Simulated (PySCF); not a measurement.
A structure optimised at PBE-D3(BJ)/def2-SVP, used in a PySCF frequency run:

```xyz
6

O      0.0000     0.0000     1.5497
C      0.0000     0.0000     0.3413
C      0.0000     0.6788    -0.9381
C      0.0000    -0.6788    -0.9381
H      0.0000     1.5645    -1.5940
H      0.0000    -1.5645    -1.5940
```
Charge 0, spin multiplicity 1.

Question: Write its SMILES, formula and point group.

Answer: O=c1cc1, C₃H₂O, C2v

Question: What are its rotational constants (standard atomic weights)?

Answer: 31.581, 7.6690, 6.1705 GHz
